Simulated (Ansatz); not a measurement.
The first iterations of a band of Cl₃FH₄HfSi (10 atoms, charge 0, multiplicity 1).

Method: RKS PBE-D4/def2-SVP in Ansatz.

- movable images: 9
- climbing image: yes
- spring: 5.0 eV/Å²
- optimiser: quadratic models (default)
- start path: through a guess of the saddle point
- force threshold: 0.05 eV/Å
- iteration limit: 60
- end points: relaxed

First end point:

```xyz
10
Properties=species:S:1:pos:R:3
Hf 0.320 -0.050 0.017
F 0.785 0.263 1.840
Cl 2.383 0.034 -1.083
Cl -0.944 1.686 -0.963
Cl -0.493 -2.221 -0.400
Si -3.186 0.064 1.331
H -3.602 -0.345 -0.047
H -3.801 -0.831 2.365
H -3.504 1.504 1.597
H -1.686 -0.105 1.458
```

Last end point:

```xyz
10
Properties=species:S:1:pos:R:3
Hf -0.305 -0.098 -0.293
F -0.329 -0.961 1.848
Cl 1.507 1.213 0.440
Cl -1.066 1.022 -2.202
Cl -0.060 -2.326 -1.008
Si -2.708 0.443 0.964
H -3.976 -0.205 0.471
H -2.530 -0.248 2.361
H -3.011 1.861 1.378
H -1.251 -0.701 2.154
```

| iteration | highest image above the first end (eV) | largest band force component (eV/Å) |
| --- | --- | --- |
| 1 | 4.155 | 3.975 |
| 2 | 3.212 | 2.009 |
| 3 | 2.386 | 1.258 |
| 4 | 2.139 | 1.967 |
| 5 | 2.118 | 2.114 |
| 6 | 2.097 | 2.022 |
| 7 | 2.070 | 1.933 |

Does the band converge within its limit, and where does its top end?

The run converged. It ended after 22 iterations with the highest image 1.994 eV above the first end. A vibrational analysis at the climbing image gives one clearly imaginary mode, 376i cm⁻¹: a first-order saddle point. The orbitals stay closed-shell, which can raise the energy where a bond breaks towards radicals; this wasn't checked here.

Time of the run: 4 min on 4 threads of Intel(R) Xeon(R) 6975P-C (Granite Rapids), on a shared host, peak memory 0.25 GiB.
